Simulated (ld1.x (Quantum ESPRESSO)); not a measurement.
**What the settings do to the TM semilocal potential of mercury**

Base potential:

mercury, norm-conserving Troullier–Martins (semilocal form), made with ld1.x (Quantum ESPRESSO) 7.5 (BP86, scalar-relativistic). Core [Xe] 4f14, reference 5d10 6s1 6p0 (charge +1). Waves: 6s (bound): rc 1.75 bohr; 6p (bound, empty): rc 2.50 bohr; 5d (bound): rc 2.20 bohr. Local part: the d channel. Core correction: Bessel-smoothed model core inside 1.80 bohr.

Cutoffs, loose and tight: the cutoffs (Ry, on a coarse ladder) from which the occupation-weighted sum of valence levels, in a spherical-Bessel basis at the reference potential, stays within 10 and 1 mRy of its value at 400 Ry. They do not see the model core or the augmentation charge, which bear on the density cutoff. Test errors are all-electron minus pseudo excitation energies from the reference, over the configurations 5d10 6s2 6p0; 5d10 6s0 6p0; 5d9 6s0 6p0; 5d8 6s0 6p0; 5d9 6s2 6p0; 5d10 6s0 6p2; 5d10 6s1 6p1. A dash means not determined; rows that change the core or the reference have their own tests.

A semilocal file is local in each channel, so a ghost entry of none says nothing of the separable form that plane-wave codes build from it.

```csv
change,outcome,"cutoff, loose","cutoff, tight",bound ghosts,largest test error (meV)
base,generated,45 Ry,70 Ry,none,-307
"all radii but the core radius scaled by about 1.12 (s 1.96, p 2.80, d 2.46 bohr)",generated,40 Ry,60 Ry,none,-305
functional PBEsol,generated,45 Ry,70 Ry,none,-322
reference 5d10 6s1.5 6p0,generated,45 Ry,70 Ry,none,-307
wave 6p (bound): rc 2.50 bohr becomes 6p (bound): rc 2.42 bohr,generated,45 Ry,70 Ry,none,-307
wave 6s (bound): rc 1.75 bohr becomes 6s (bound): rc 2.36 bohr,generated,40 Ry,60 Ry,none,-292
```
